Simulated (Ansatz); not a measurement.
HfCl₄. Charge 0, multiplicity 3. Geometry PBE-D4/def2-SVP, that of the neutral singlet; atoms count from 1.

```
atom   x (Å)   y (Å)   z (Å)
 Hf1   0.000   0.000   0.000
 Cl2  -1.349  -1.732   0.801
 Cl3   2.233  -0.689  -0.001
 Cl4  -0.237   1.873   1.377
 Cl5  -0.647   0.548  -2.178
```

In the def2 sets Hf takes a core potential; there is no spin–orbit coupling. At PBE0-D4/def2-TZVP a singlet of charge 0 lies 5.79 eV below the triplet at the same geometry.

Estimate the Mulliken populations from the PBE0/def2-TZVP orbitals of Ansatz.


```
atom  charge (e)  spin (α − β)  d electrons
 Hf1        0.95          0.86         2.28
 Cl2       -0.24          0.28            –
 Cl3       -0.24          0.28            –
 Cl4       -0.24          0.28            –
 Cl5       -0.24          0.28            –
```
Mulliken values depend strongly on the basis.

Where does the spin sit?

Summed by element: Hf 0.86, Cl 1.14, of 2 unpaired in all. Largest on single atoms: Hf1 0.86, Cl2 0.28, Cl5 0.28.

And the Mayer bond orders between heavy atoms (over 0.3)?

Hf1–Cl2 0.92 (2.34 Å); Hf1–Cl3 0.92 (2.34 Å); Hf1–Cl4 0.92 (2.34 Å); Hf1–Cl5 0.92 (2.34 Å).
